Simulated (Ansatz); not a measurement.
**Molecular dynamics of C$_{2}$H$_{7}$ClSn**

Input:

```yaml
crystal:
  periodic: [false, false, false]
  atoms:
    - { symbol: Sn, position_ang: [0.022849, -0.038796, -0.020011] }
    - { symbol: Cl, position_ang: [0.228271, -0.366459, 2.327047] }
    - { symbol: C, position_ang: [2.035515, 0.068053, -0.759987] }
    - { symbol: H, position_ang: [2.542938, -0.888673, -0.570708] }
    - { symbol: H, position_ang: [2.032027, 0.269005, -1.841852] }
    - { symbol: H, position_ang: [2.57922, 0.87207, -0.244493] }
    - { symbol: H, position_ang: [-0.840341, 1.43607, -0.198428] }
    - { symbol: C, position_ang: [-1.0678, -1.742153, -0.741143] }
    - { symbol: H, position_ang: [-1.942141, -1.916148, -0.098365] }
    - { symbol: H, position_ang: [-1.406281, -1.568262, -1.773537] }
    - { symbol: H, position_ang: [-0.420257, -2.630208, -0.716124] }
basis:
  gaussian: { orbitals: def2-SVP }
hamiltonian:
  xc: r2scan
  dispersion: d4
md:
  timestep: 0.5
  n_steps: 300
  ensemble: nvt_nose_hoover
  temperature: 200.0
  initial_velocities: maxwell_boltzmann
  seed: 617399
```

Run as:

```bash
$ ansatz run input.yaml --threads 2 --pin off --max-ram 3072MiB --backend cpu --events-out ev --progress --plain --runs-dir out
```

It starts from a relaxed structure.

Output, in part (step lines, the closing report, with atoms numbered from 0):

```
md step     0: t =     0.00 fs  T =   200.0 K  F+E_penalty+E_count = -20537.88492122 eV  E_kin = 0.232668 eV  conserved = -20537.65225322 eV  (29 SCF iters)
md step     1: t =     0.50 fs  T =   193.1 K  F+E_penalty+E_count = -20537.87662128 eV  E_kin = 0.224590 eV  conserved = -20537.65203101 eV  (30 SCF iters)
md step     2: t =     1.00 fs  T =   174.6 K  F+E_penalty+E_count = -20537.85473046 eV  E_kin = 0.203145 eV  conserved = -20537.65158580 eV  (30 SCF iters)
md step     3: t =     1.50 fs  T =   150.4 K  F+E_penalty+E_count = -20537.82604285 eV  E_kin = 0.174978 eV  conserved = -20537.65106722 eV  (31 SCF iters)
md step     4: t =     2.00 fs  T =   127.2 K  F+E_penalty+E_count = -20537.79860261 eV  E_kin = 0.147981 eV  conserved = -20537.65062739 eV  (30 SCF iters)
md step     5: t =     2.50 fs  T =   110.8 K  F+E_penalty+E_count = -20537.77928794 eV  E_kin = 0.128915 eV  conserved = -20537.65038338 eV  (31 SCF iters)
md step     6: t =     3.00 fs  T =   104.5 K  F+E_penalty+E_count = -20537.77194599 eV  E_kin = 0.121579 eV  conserved = -20537.65038584 eV  (30 SCF iters)
md step     7: t =     3.50 fs  T =   108.3 K  F+E_penalty+E_count = -20537.77656692 eV  E_kin = 0.125986 eV  conserved = -20537.65061028 eV  (30 SCF iters)
[... lines left out ...]
md step   297: t =   148.50 fs  T =   158.2 K  F+E_penalty+E_count = -20537.72262086 eV  E_kin = 0.183985 eV  conserved = -20537.65125547 eV  (32 SCF iters)
md step   298: t =   149.00 fs  T =   137.6 K  F+E_penalty+E_count = -20537.69762969 eV  E_kin = 0.160033 eV  conserved = -20537.65061770 eV  (31 SCF iters)
md step   299: t =   149.50 fs  T =   117.7 K  F+E_penalty+E_count = -20537.67349019 eV  E_kin = 0.136917 eV  conserved = -20537.64993968 eV  (31 SCF iters)
md step   300: t =   150.00 fs  T =   107.4 K  F+E_penalty+E_count = -20537.66080721 eV  E_kin = 0.124940 eV  conserved = -20537.64953690 eV  (30 SCF iters)
Total energy: -20537.66081838 eV, -754.7451141490 hartree
Atom 0 at     0.045411    -0.049726    -0.024603 Å, force    -0.512956    -0.841916    -0.596207 eV/Å
Atom 1 at     0.191419    -0.348586     2.308540 Å, force     0.143986     0.003372     0.320337 eV/Å
Atom 2 at     2.076955     0.165041    -0.773116 Å, force    -0.005688    -0.724183     1.170198 eV/Å
Atom 3 at     2.413451    -0.683011    -1.371799 Å, force    -0.144115    -0.218814    -0.283105 eV/Å
Atom 4 at     2.204072     1.087097    -1.313855 Å, force     0.040260     0.680040    -0.383779 eV/Å
Atom 5 at     2.714368     0.165760     0.137396 Å, force    -0.192078     0.181950    -0.272862 eV/Å
Atom 6 at    -0.908255     1.351388    -0.221686 Å, force    -0.008210     0.223305    -0.028863 eV/Å
Atom 7 at    -1.196582    -1.794805    -0.650965 Å, force     1.121758     1.814172    -2.637288 eV/Å
Atom 8 at    -1.907990    -2.026330     0.077206 Å, force    -1.508385    -0.243621     1.561287 eV/Å
Atom 9 at    -1.702070    -1.525490    -1.644469 Å, force     0.483929    -0.269333     1.237518 eV/Å
Atom 10 at    -0.588724    -2.665214    -0.832681 Å, force     0.581498    -0.604972    -0.087237 eV/Å
Dipole moment:     0.111711    -0.024536    -0.643664 e Å
```

The steps, from the saved trajectory:

```json
{"time (fs)": "0.0", "T (K)": "200", "potential energy less start (eV)": "0.000", "conserved less start (meV/atom)": "0.00"}
{"time (fs)": "5.0", "T (K)": "143", "potential energy less start (eV)": "0.067", "conserved less start (meV/atom)": "0.05"}
{"time (fs)": "10.0", "T (K)": "146", "potential energy less start (eV)": "0.063", "conserved less start (meV/atom)": "0.02"}
{"time (fs)": "15.0", "T (K)": "103", "potential energy less start (eV)": "0.115", "conserved less start (meV/atom)": "0.08"}
{"time (fs)": "20.0", "T (K)": "102", "potential energy less start (eV)": "0.117", "conserved less start (meV/atom)": "0.09"}
{"time (fs)": "25.0", "T (K)": "112", "potential energy less start (eV)": "0.106", "conserved less start (meV/atom)": "0.11"}
{"time (fs)": "30.0", "T (K)": "87", "potential energy less start (eV)": "0.138", "conserved less start (meV/atom)": "0.15"}
{"time (fs)": "35.0", "T (K)": "107", "potential energy less start (eV)": "0.116", "conserved less start (meV/atom)": "0.13"}
{"time (fs)": "40.0", "T (K)": "68", "potential energy less start (eV)": "0.164", "conserved less start (meV/atom)": "0.18"}
{"time (fs)": "45.0", "T (K)": "82", "potential energy less start (eV)": "0.150", "conserved less start (meV/atom)": "0.16"}
{"time (fs)": "50.0", "T (K)": "55", "potential energy less start (eV)": "0.185", "conserved less start (meV/atom)": "0.17"}
{"time (fs)": "55.0", "T (K)": "55", "potential energy less start (eV)": "0.186", "conserved less start (meV/atom)": "0.18"}
{"time (fs)": "60.0", "T (K)": "84", "potential energy less start (eV)": "0.156", "conserved less start (meV/atom)": "0.14"}
{"time (fs)": "65.0", "T (K)": "75", "potential energy less start (eV)": "0.171", "conserved less start (meV/atom)": "0.17"}
{"time (fs)": "70.0", "T (K)": "119", "potential energy less start (eV)": "0.123", "conserved less start (meV/atom)": "0.11"}
{"time (fs)": "75.0", "T (K)": "74", "potential energy less start (eV)": "0.180", "conserved less start (meV/atom)": "0.13"}
{"time (fs)": "80.0", "T (K)": "94", "potential energy less start (eV)": "0.160", "conserved less start (meV/atom)": "0.10"}
{"time (fs)": "85.0", "T (K)": "104", "potential energy less start (eV)": "0.152", "conserved less start (meV/atom)": "0.07"}
{"time (fs)": "90.0", "T (K)": "128", "potential energy less start (eV)": "0.129", "conserved less start (meV/atom)": "0.08"}
{"time (fs)": "95.0", "T (K)": "190", "potential energy less start (eV)": "0.062", "conserved less start (meV/atom)": "0.01"}
{"time (fs)": "100.0", "T (K)": "166", "potential energy less start (eV)": "0.098", "conserved less start (meV/atom)": "0.05"}
{"time (fs)": "105.0", "T (K)": "190", "potential energy less start (eV)": "0.077", "conserved less start (meV/atom)": "0.02"}
{"time (fs)": "110.0", "T (K)": "140", "potential energy less start (eV)": "0.141", "conserved less start (meV/atom)": "0.05"}
{"time (fs)": "115.0", "T (K)": "160", "potential energy less start (eV)": "0.123", "conserved less start (meV/atom)": "0.08"}
{"time (fs)": "120.0", "T (K)": "157", "potential energy less start (eV)": "0.133", "conserved less start (meV/atom)": "0.08"}
{"time (fs)": "125.0", "T (K)": "153", "potential energy less start (eV)": "0.145", "conserved less start (meV/atom)": "0.15"}
{"time (fs)": "130.0", "T (K)": "166", "potential energy less start (eV)": "0.136", "conserved less start (meV/atom)": "0.15"}
{"time (fs)": "135.0", "T (K)": "113", "potential energy less start (eV)": "0.204", "conserved less start (meV/atom)": "0.22"}
{"time (fs)": "140.0", "T (K)": "141", "potential energy less start (eV)": "0.176", "conserved less start (meV/atom)": "0.23"}
{"time (fs)": "145.0", "T (K)": "75", "potential energy less start (eV)": "0.258", "conserved less start (meV/atom)": "0.26"}
{"time (fs)": "150.0", "T (K)": "107", "potential energy less start (eV)": "0.224", "conserved less start (meV/atom)": "0.25"}
```

The run went to its last step. The conserved energy stayed within 0.26 meV per atom of its start (net change 0.25 meV per atom), so the integration is sound. The mean temperature of the second half is 34 % below the set value. A run of 0.15 ps of so small a system gives no equilibrium averages.

The same pairs are bonded in the first frame and the last. Pairs count as bonded within 1.25 times the sum of covalent radii (0.12 Å more for H–H).

Last frame:

```xyz
11
Properties=species:S:1:pos:R:3
Sn 0.045 -0.050 -0.025
Cl 0.191 -0.349 2.308
C 2.077 0.165 -0.773
H 2.413 -0.683 -1.372
H 2.204 1.087 -1.314
H 2.714 0.166 0.137
H -0.908 1.351 -0.222
C -1.197 -1.795 -0.651
H -1.908 -2.026 0.077
H -1.702 -1.526 -1.645
H -0.589 -2.665 -0.833
```

Run time: 22 min on 2 threads of Arm Neoverse V1 (shared host), peak memory 0.19 GiB.
